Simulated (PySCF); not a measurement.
Species: C6H7F2 (charge +1).
Cartesian coordinates in Å at the PBE0-D3(BJ)/def2-SVP level; atoms count from 1:
```
atom  x, y, z in Å
F1     2.5632   -1.0368   -0.2659
C2     2.0874    0.2050   -0.1151
F3     2.4981    0.9828   -1.1195
C4     0.5835    0.1608   -0.0813
C5    -0.2522    1.1636   -0.5648
C6    -1.5616    0.7604   -0.3380
C7    -1.6288   -0.5465    0.3205
C8    -0.1750   -0.9593    0.4891
H9     2.4557    0.6226    0.8462
H10    0.0721    2.0861   -1.0483
H11   -2.4464    1.3407   -0.6231
H12   -2.1957   -0.4727    1.2701
H13   -2.2333   -1.2515   -0.2848
H14    0.1281   -1.1592    1.5351
H15    0.1022   -1.8909   -0.0445
```

The closed-shell ground state was solved at several levels (PySCF, density fitting, gas phase, non-relativistic).

```
            level  basis functions  total energy (Eh)  HOMO (eV)  LUMO (eV)  gap (eV)
      B3LYP/pcJ-1              286          -432.2313     -14.26      -9.15      5.11
    PBE0/pcSseg-1              171          -431.7090     -14.50      -8.99      5.51
mPW1PW91/pcSseg-1              171          -432.0748     -14.55      -9.01      5.54
```

(1) Estimate the row for B3LYP/def2-SVPD, a basis of 222 functions; the other rows only guide the guess.

(2) Over all these levels, which gives the widest orbital gap and which the narrowest?

Answers

(1) Total energy -431.9247 Eh, HOMO -14.30 eV, LUMO -9.15 eV, gap 5.15 eV.

(2) mPW1PW91/pcSseg-1 (global hybrid, 25 % exact exchange) has the widest, 5.54 eV, and B3LYP/pcJ-1 (global hybrid, 20 % exact exchange) the narrowest, 5.11 eV. Functional and basis both differ between the two, so the spread mixes both effects.

One conformer stands for the species.
